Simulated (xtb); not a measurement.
A run for xtb: GFN2-xTB on AsBH4O2 (SMILES OB(O)[AsH2]), a point of a torsion scan.

```
$ xtb mol.xyz --gfn 2 --opt vtight --chrg 0 --uhf 0 --input xcontrol
8

O     -1.50526877    -1.25031264     0.29307245
B     -0.55916317    -0.18566776    -0.06919227
O     -1.07092585     1.19698187     0.00516850
As     1.44839498    -0.43416256    -0.01105448
H     -2.18634410    -0.89955241     0.93587377
H     -0.38802369     1.83945340    -0.24738453
H      2.14980987    -0.23199024    -1.36378174
H      2.13204382     0.26478936     1.18439657
$constrain
  force constant=1.0
  dihedral: 1,2,4,7,120.0
$end
```

Output:

```
[...]
           -------------------------------------------------
          |                Calculation Setup                |
           -------------------------------------------------



           -------------------------------------------------
          |                 G F N 2 - x T B                 |
           -------------------------------------------------

        Reference                      10.1021/acs.jctc.8b01176
      * Hamiltonian:
        H0-scaling (s, p, d)           1.850000    2.230000    2.230000
        zeta-weighting                 0.500000
      * Dispersion:
        s8                             2.700000
        a1                             0.520000
        a2                             5.000000
        s9                             5.000000
      * Repulsion:
        kExp                           1.500000    1.000000
        rExp                           1.000000
      * Coulomb:
        alpha                          2.000000
        third order                    shell-resolved
        anisotropic                    true
        a3                             3.000000
        a5                             4.000000
        cn-shift                       1.200000
        cn-exp                         4.000000
        max-rad                        5.000000


          ...................................................
          :                      SETUP                      :
          :.................................................:
          :  # basis functions                  26          :
          :  # atomic orbitals                  25          :
          :  # shells                           13          :
          :  # electrons                        24          :
          :  max. iterations                   250          :
          :  Hamiltonian                  GFN2-xTB          :
          :  restarted?                      false          :
          :  GBSA solvation                  false          :
          :  PC potential                    false          :
          :  electronic temp.          300.0000000     K    :
          :  accuracy                    1.0000000          :
          :  -> integral cutoff          0.2500000E+02      :
          :  -> integral neglect         0.1000000E-07      :
          :  -> SCF convergence          0.1000000E-05 Eh   :
          :  -> wf. convergence          0.1000000E-03 e    :
          :  Broyden damping             0.4000000          :
          :  net charge                          0          :
          :  unpaired electrons                  0          :
          ...................................................

 iter      E             dE          RMSdq      gap      omega  full diag
   1    -13.4822836 -0.134823E+02  0.966E+00    4.25       0.0  T
   2    -13.6241759 -0.141892E+00  0.103E+01    0.87       1.0  T
   3    -13.8104150 -0.186239E+00  0.498E+00    2.31       1.0  T
   4    -13.7466027  0.638123E-01  0.545E+00    1.60       1.0  T
   5    -13.8116198 -0.650172E-01  0.144E+00    2.26       1.0  T
   6    -13.8155463 -0.392642E-02  0.385E-01    2.45       1.0  T
   7    -13.8157242 -0.177923E-03  0.159E-01    2.49       1.0  T
   8    -13.8157694 -0.452021E-04  0.336E-02    2.52       1.1  T
   9    -13.8157709 -0.153720E-05  0.171E-02    2.52       2.1  T
  10    -13.8157714 -0.445742E-06  0.207E-03    2.52      17.1  T
  11    -13.8157714  0.213710E-08  0.133E-03    2.52      26.6  T
  12    -13.8157714 -0.643584E-08  0.135E-04    2.52     261.5  T
  13    -13.8157714 -0.132658E-10  0.196E-04    2.52     180.4  T

   *** convergence criteria satisfied after 13 iterations ***

         #    Occupation            Energy/Eh            Energy/eV
      -------------------------------------------------------------
         1        2.0000           -0.6939795             -18.8841
       ...           ...                  ...                  ...
         6        2.0000           -0.5225916             -14.2204
         7        2.0000           -0.5041906             -13.7197
         8        2.0000           -0.4888845             -13.3032
         9        2.0000           -0.4627689             -12.5926
        10        2.0000           -0.4547852             -12.3753
        11        2.0000           -0.4195915             -11.4177
        12        2.0000           -0.3398972              -9.2491 (HOMO)
        13                         -0.2473082              -6.7296 (LUMO)
        14                         -0.1641124              -4.4657
        15                         -0.1006746              -2.7395
        16                         -0.0687781              -1.8715
        17                          0.0158098               0.4302
       ...                                ...                  ...
        25                          0.7908557              21.5203
      -------------------------------------------------------------
                  HL-Ga
[...]
8 eV
             Fermi-level           -0.2803008 Eh           -7.6274 eV

 SCC (total)                   0 d,  0 h,  0 min,  0.003 sec
 SCC setup                      ...        0 min,  0.000 sec (  1.979%)
 Dispersion                     ...        0 min,  0.000 sec (  0.660%)
 classical contributions        ...        0 min,  0.000 sec (  0.282%)
 integral evaluation            ...        0 min,  0.001 sec ( 26.044%)
 iterations                     ...        0 min,  0.001 sec ( 20.873%)
 molecular gradient             ...        0 min,  0.001 sec ( 46.832%)
 printout                       ...        0 min,  0.000 sec (  3.017%)

         :::::::::::::::::::::::::::::::::::::::::::::::::::::
         ::                     SUMMARY                     ::
         :::::::::::::::::::::::::::::::::::::::::::::::::::::
         :: total energy             -13.844003571220 Eh    ::
         :: gradient norm              0.000125681343 Eh/a0 ::
         :: HOMO-LUMO gap              4.852804899429 eV    ::
         ::.................................................::
         :: SCC energy               -13.919895722681 Eh    ::
         :: -> isotropic ES            0.069334662897 Eh    ::
         :: -> anisotropic ES         -0.001384427514 Eh    ::
         :: -> anisotropic XC         -0.001418584525 Eh    ::
         :: -> dispersion             -0.003762492814 Eh    ::
         :: repulsion energy           0.075891964499 Eh    ::
         :: add. restraining           0.000000186962 Eh    ::
         :: total charge              -0.000000000000 e     ::
         :::::::::::::::::::::::::::::::::::::::::::::::::::::

           -------------------------------------------------
          |                Property Printout                |
           -------------------------------------------------

    * Orbital Energies and Occupations

         #    Occupation            Energy/Eh            Energy/eV
      -------------------------------------------------------------
         1        2.0000           -0.6969999             -18.9663
         2        2.0000           -0.6917264             -18.8228
         3        2.0000           -0.6004084             -16.3379
         4        2.0000           -0.5951287             -16.1943
         5        2.0000           -0.5799302             -15.7807
         6        2.0000           -0.5193827             -14.1331
         7        2.0000           -0.5163278             -14.0500
         8        2.0000           -0.4901223             -13.3369
         9        2.0000           -0.4644318             -12.6378
        10        2.0000           -0.4303828             -11.7113
        11        2.0000           -0.4127329             -11.2310
        12        2.0000           -0.3694695             -10.0538 (HOMO)
        13                         -0.1911322              -5.2010 (LUMO)
        14                         -0.1371226              -3.7313
        15                         -0.1161017              -3.1593
        16                         -0.0015944              -0.0434
        17                          0.0337174               0.9175
        18                          0.0969845               2.6391
        19                          0.1052909               2.8651
        20                          0.2224989               6.0545
        21                          0.2889600               7.8630
        22                          0.4838067              13.1651
        23                          0.5126140              13.9489
       ...                                ...                  ...
        25                          0.8254909              22.4628
      -------------------------------------------------------------
                  HL-Gap            0.1783373 Eh            4.8528 eV
             Fermi-level           -0.2803008 Eh           -7.6274 eV

     #   Z          covCN         q      C6AA      α(0)
     1   8 O        1.601    -0.456    22.003     6.331
     2   5 B        2.519     0.409    16.947     7.140
     3   8 O        1.594    -0.486    22.634     6.420
     4  33 As       2.893     0.031   213.366    26.770
     5   1 H        0.805     0.303     0.711     1.325
     6   1 H        0.806     0.302     0.716     1.329
     7   1 H        0.971    -0.045     3.963     3.111
     8   1 H        0.970    -0.057     4.256     3.224

 Mol. C6AA /au·bohr⁶  :       1130.781819
 Mol. C8AA /au·bohr⁸  :      46232.410224
 Mol. α(0) /au        :         55.649085


Wiberg/Mayer (AO) data.
largest (>0.10) Wiberg bond orders for each atom

 ---------------------------------------------------------------------------
     #   Z sym  total        # sym  WBO       # sym  WBO       # sym  WBO
 ---------------------------------------------------------------------------
     1   8 O    2.204 --     2 B    1.211     5 H    0.879
     2   5 B    3.355 --     1 O    1.211     3 O    1.177     4 As   0.934
     3   8 O    2.149 --     2 B    1.177     6 H    0.886
     4  33 As   2.969 --     8 H    0.979     7 H    0.973     2 B    0.934
     5   1 H    0.908 --     1 O    0.879
     6   1 H    0.909 --     3 O    0.886
     7   1 H    0.998 --     4 As   0.973
     8   1 H    0.997 --     4 As   0.979
 ---------------------------------------------------------------------------

Topologies differ in total number of bonds
Writing topology from bond orders to xtbtopo.mol

molecular dipole:
                 x           y           z       tot (Debye)
 q only:       -0.075       0.283      -0.003
   full:       -0.792       0.816      -0.118       2.906
molecular quadrupole (traceless):
                xx          xy          yy          xz          yz          zz
 q only:        0.604       1.044       0.028      -0.051      -0.099      -0.632
  q+dip:       -1.582       3.938       0.265      -0.896       0.368       1.317
   full:       -1.446       4.262      -0.581      -0.945       0.895       2.027

           -------------------------------------------------
          |                Geometry Summary                 |
           -------------------------------------------------

      molecular mass/u    :      121.7631955
   center of mass at/Å    :        0.6087793      -0.4716148       0.2059385
  moments of inertia/u·Å² :        0.5247058E+02   0.1977654E+03   0.2458111E+03
rotational constants/cm⁻¹ :        0.3212778E+00   0.8524053E-01   0.6857963E-01

 * 6 selected distances

     #   Z          #   Z                                           value/Å
     1   8 O        2   5 B                                       1.3460657
     2   5 B        3   8 O                                       1.3553849
     1   8 O        5   1 H                                       0.9598291
     3   8 O        6   1 H                                       0.9564834 (min)
     4  33 As       7   1 H                                       1.5105965
     4  33 As       8   1 H                                       1.5163195 (max)

 * 3 distinct bonds (by element types)

   Z      Z             #   av. dist./Å        max./Å        min./Å
   1 H    8 O           2     0.9581563     0.9598291     0.9564834
   5 B    8 O           2     1.3507253     1.3553849     1.3460657
   1 H   33 As          2     1.5134580     1.5163195     1.5105965


optimized geometry written to: xtbopt.xyz


           -------------------------------------------------
          | TOTAL ENERGY              -13.844003571220 Eh   |
          | GRADIENT NORM               0.000125681343 Eh/α |
          | HOMO-LUMO GAP               4.852804899429 eV   |
           -------------------------------------------------

------------------------------------------------------------------------
------------------------------------------------------------------------
Note: The following floating-point exceptions are signalling: IEEE_UNDERFLOW_FLAG IEEE_DENORMAL
normal termination of xtb
 total:
 SCF:
 ANC optimizer:
```

The run finished.

Warnings raised: the energy holds the restraint's term.

Cost: very roughly 0.10 core-seconds.
